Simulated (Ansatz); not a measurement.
System: MoCl, charge 0, multiplicity 6. The spin state was set by rule; other spins were not relaxed. 
Structure (B3LYP-D3(BJ)/def2-TZVP (Ansatz, a first-principles code) minimum search):
SMILES: [Cl][Mo]
```xyz
2

Mo     0.0000     0.0000    -0.6622
Cl     0.0000     0.0000     1.6359
```
Charge 0, spin multiplicity 6.

Parts of the frozen-core correlation energy in def2-SVP (Ansatz, hartree). Frozen orbitals: 9; correlated occupied orbitals by spin: 9 and 4; virtual: 31 and 36. UHF or UKS for open shells. Spin-orbit coupling is left out. In def2 rows, elements after Kr have scalar-relativistic effective core potentials.

| term | value |
|---|---|
| reference (HF) | -526.95128 |
| MP2 opposite-spin | ? |
| MP2 same-spin | ? |
| CCSD correlation | ? |
| (T) | -0.00518 |
| CCSDT minus CCSD(T) | -0.00067 |
| T1 diagnostic | 0.018 |
| largest doubles amplitude | 0.035 |
| <S^2> of the reference | 8.772 |

Problem. What belongs in the gaps?

Solution. 
- MP2 opposite-spin, value: -0.11302
- MP2 same-spin, value: -0.08522
- CCSD correlation, value: -0.21737
